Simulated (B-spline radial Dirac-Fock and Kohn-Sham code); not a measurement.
Level of theory: multi-electron Dirac-Fock with separately optimised hole states, Breit and Lamb-shift corrections added in first order; an atomic code on a B-spline grid. No correlation.

**Question.** An atom or ion in its tabulated ground configuration has these computed binding energies (the last is its least bound level). Which is it?

| level | binding energy (eV) |
| --- | --- |
| 1s | 13889.6 |
| 2s | 2202.9 |
| 2p1/2 | 2012.9 |
| 3s | 614.4 |
| 3p1/2 | 544.4 |
| 3p3/2 | 536.0 |
| 3d | 432.3 |

**Answer.** Br¹³⁺: Z = 35 with 22 electrons, [Ar] 3d4. The hydrogen-like estimate √(E/Ry) = 32.0 for the K level lies 3.0 below Z; the outermost level, at 432.3 eV, fixes the charge.
